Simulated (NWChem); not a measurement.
# Dipole moment of silicon monosulfide (SSi)

```xyz
2

Si     0.0000     0.0000     1.0345
S      0.0000     0.0000    -0.9052
```
Charge 0, spin multiplicity 1.

Everything below was run with NWChem. All single points use one geometry, from PBE0/def2-SVP, a minimum by its harmonic frequencies.

Basis set: Sadlej pVTZ. The CCSD dipole comes from the Λ equations, without orbital relaxation.

The correlated methods keep 10 core orbitals frozen. B3LYP has NWChem's definition, with VWN1-RPA local correlation. No row is a measurement; the coupled-cluster row has its own basis-set and correlation limits.

Problem. For the dipole moment, CCSD gives 1.63 D and B3LYP gives 1.77 D. What do HF, PBE, LDA (SVWN5) give?

Solution. HF: 2.30 D; PBE: 1.52 D; LDA (SVWN5): 1.54 D.
